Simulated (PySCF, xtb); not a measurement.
B(Me)2(NHMe) (C3H10BN), SMILES CNB(C)C.

GFN2-xTB run with xtb 6.7.1 at its own geometry gives an orbital gap of 6.14 eV and a dipole moment of 1.58 D.

Coordinates come from a B3LYP-D3(BJ)/def2-SVP optimisation. Other conformers were not sampled.

What does M06-2X/def2-TZVP (PySCF) give? (Estimate from the structure and the level; the computed values follow.)

gap 10.03 eV (levels -8.67 and 1.35 eV), dipole 1.35 D.
